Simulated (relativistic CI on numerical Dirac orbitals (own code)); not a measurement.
## Electric-dipole transitions in Co IX

Calculated at this level of theory: Dirac-Coulomb-Breit CI, separate exchange-only KLI orbitals for each configuration, a model potential for QED, unscaled Slater integrals (own radial code, finite nucleus).

CI space (outside the closed core [Ne]): 3s²3p⁶3d, 3s²3p⁵3d², 3s3p⁶3d², 3s²3p⁶4s, 3s²3p⁶4p, 3s²3p⁶4d, 3s²3p⁶4f, 3s²3p⁶5s, 3s²3p⁶5p, 3s²3p⁵3d4s, 3s²3p⁶5d, 3s²3p⁵3d4p, 3s²3p⁶5f, 3p⁶3d³, 3p⁵3d⁴. Double excitations out of closed p, d and f shells are left out; levels of such configurations are missing from the list, as are those of other unlisted configurations, and high levels can miss mixing partners. These lack a partner that the ground configuration has and come out too high: 3s²3p⁵3d4s, 3s²3p⁵3d4p.

```tsv
λ vac (nm)	Lower	Upper	A (s⁻¹)	E lower (eV)	E upper (eV)
8.8587	3s²3p⁶3d ²D3/2 [1]	3s²3p⁶5f ²F°5/2 [130]	1.63e+11	0.000	139.958
8.8771	3s²3p⁶3d ²D5/2 [2]	3s²3p⁶5f ²F°7/2 [131]	1.75e+11	0.295	139.963
9.8968	3s²3p⁶3d ²D3/2 [1]	3s²3p⁵3d4s ²F°5/2 [84]	5.70e+10	0.000	125.276
9.9892	3s²3p⁶3d ²D5/2 [2]	3s²3p⁵3d4s ²F°7/2 [82]	4.91e+10	0.295	124.414
10.812	3s²3p⁶3d ²D3/2 [1]	3s²3p⁶4f ²F°5/2 [67]	2.74e+11	0.000	114.674
10.838	3s²3p⁶3d ²D5/2 [2]	3s²3p⁶4f ²F°7/2 [68]	2.95e+11	0.295	114.689
14.763	3s²3p⁶3d ²D3/2 [1]	3s²3p⁵3d² ²D°3/2 [50]	4.33e+11	0.000	83.984
14.778	3s²3p⁶3d ²D3/2 [1]	3s²3p⁵3d² ²D°5/2 [49]	2.67e+10	0.000	83.898
14.815	3s²3p⁶3d ²D5/2 [2]	3s²3p⁵3d² ²D°3/2 [50]	4.12e+10	0.295	83.984
14.830	3s²3p⁶3d ²D5/2 [2]	3s²3p⁵3d² ²D°5/2 [49]	4.43e+11	0.295	83.898
14.924	3s²3p⁶4p ²P°3/2 [46]	3s²3p⁵3d4p ²D5/2 [164]	3.14e+11	78.802	161.878
14.946	3s²3p⁶3d ²D5/2 [2]	3s²3p⁵3d² ²P°3/2 [48]	2.23e+11	0.295	83.253
14.980	3s²3p⁶4s ²S1/2 [38]	3s²3p⁵3d4s ²P°3/2 [160]	3.73e+11	65.928	148.692
14.981	3s²3p⁶4s ²S1/2 [38]	3s²3p⁵3d4s ²P°1/2 [159]	3.72e+11	65.928	148.689
14.989	3s²3p⁶3d ²D3/2 [1]	3s²3p⁵3d² ²P°1/2 [47]	2.43e+11	0.000	82.715
15.139	3s²3p⁶4p ²P°3/2 [46]	3s²3p⁵3d4p ²P3/2 [162]	2.57e+11	78.802	160.698
15.268	3s²3p⁵3d² ⁴G°11/2 [7]	3s²3p⁵3d4p ⁴F9/2 [115]	2.31e+10	54.812	136.020
15.793	3s²3p⁶3d ²D5/2 [2]	3s²3p⁶4p ²P°3/2 [46]	1.43e+11	0.295	78.802
15.835	3s²3p⁶3d ²D3/2 [1]	3s²3p⁶4p ²P°1/2 [45]	1.55e+11	0.000	78.297
16.505	3s²3p⁶3d ²D5/2 [2]	3s²3p⁵3d² ²F°7/2 [44]	1.70e+11	0.295	75.415
16.648	3s²3p⁶3d ²D3/2 [1]	3s²3p⁵3d² ²F°5/2 [43]	1.60e+11	0.000	74.474
24.469	3s²3p⁵3d² ⁴D°5/2 [5]	3s3p⁶3d² ⁴F7/2 [55]	9.67e+09	52.144	102.814
24.552	3s²3p⁵3d² ⁴D°7/2 [6]	3s3p⁶3d² ⁴F9/2 [56]	1.07e+10	52.486	102.984
24.675	3s²3p⁵3d² ²H°11/2 [23]	3s3p⁶3d² ²G9/2 [62]	2.92e+10	59.891	110.139
25.738	3s²3p⁵3d² ⁴G°11/2 [7]	3s3p⁶3d² ⁴F9/2 [56]	2.57e+10	54.812	102.984
25.957	3s²3p⁵3d² ⁴G°9/2 [8]	3s3p⁶3d² ⁴F7/2 [55]	2.57e+10	55.049	102.814
26.200	3s²3p⁵3d² ⁴G°7/2 [9]	3s3p⁶3d² ⁴F5/2 [54]	2.57e+10	55.357	102.679
26.442	3s²3p⁵3d² ⁴G°5/2 [11]	3s3p⁶3d² ⁴F3/2 [53]	2.59e+10	55.692	102.582
27.101	3s²3p⁵3d² ⁴F°9/2 [16]	3s3p⁶3d² ⁴F9/2 [56]	1.68e+10	57.236	102.984
77.803	3s²3p⁶4d ²D5/2 [52]	3s²3p⁶4f ²F°7/2 [68]	5.60e+09	98.753	114.689
```

Terms are leading LS components. Brackets give the number of a level in order of energy, since labels repeat. The list gives strong lines, with weight on those to low levels, without lines whose two gauges differ by over a factor of 2.5, among the lowest 165 of 364 levels, so that lines to higher ones, which can be the strongest, are missing. Levels whose partners in the same complex of configurations lie outside the list can be far off, and so can their lines. Rates are taken at the computed energies, electric ones in the length gauge.

At this charge configurations can still be misplaced by up to about 7 % of their energy.

LS names give the leading component of a level, which can be under half, so a name can repeat, a term be missing and a line seem to break the LS rules.
